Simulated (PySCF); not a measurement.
Estimate the missing entries of this data sheet.

Species: C4H2FS2 (charge -1).
InChI=1S/C4H3FS2/c5-3-1-4(6)7-2-3/h1-2,6H/p-1

| property | level | value |
| --- | --- | --- |
| point group of the GFN2-xTB geometry | GFN2-xTB | Cs |
| rotational constants A, B, C of the GFN2-xTB geometry | GFN2-xTB | ? |
| HOMO energy | PBE0/pcSseg-1 | ? |
| LUMO energy | PBE0/pcSseg-1 | 4.24 eV |
| 13C chemical shifts (computed TMS as zero) by class | GIAO PBE0/pcSseg-1 | ? |
| 1H chemical shifts (computed TMS as zero) by class | GIAO PBE0/pcSseg-1 | ? |
| isotropic shieldings of nuclei other than C and H, by class | GIAO PBE0/pcSseg-1 | ? |

Gas-phase values; electronic properties from PySCF, density fitting. Isolated species at its GFN2-xTB geometry, gas phase. No diffuse functions stand in pcSseg-1, which bears on an anion's orbital energies.

Problem. What are the rotational constants A, B, C of the GFN2-xTB geometry?

Solution. 3.703, 1.277, 0.950 GHz.

Problem. The 13C chemical shifts (computed TMS as zero) by class?

Solution. 189.5 (1 C), 165.4 (1 C), 109.6 (1 C), 86.1 (1 C) ppm.

Problem. The HOMO energy?

Solution. -0.45 eV.

Problem. Give the 1H chemical shifts (computed TMS as zero) by class.

Solution. 5.85 (1 H), 4.46 (1 H) ppm.

Problem. What are the isotropic shieldings of nuclei other than C and H, by class?

Solution. 315 (1 F), 298 (1 S), 444 (1 S) ppm.

With B = h/(8π²I), that is 505.379 GHz u Å² over I, the principal moments of inertia are 136.5, 395.6 and 532.1 u Å² (most abundant isotopes); the inertial defect Ic − Ia − Ib is 0.0 u Å² (zero for a rigid planar frame, negative otherwise). The rotational constants make it an asymmetric top with κ = (2B − A − C)/(A − C) = -0.76, nearer the prolate limit (−1).
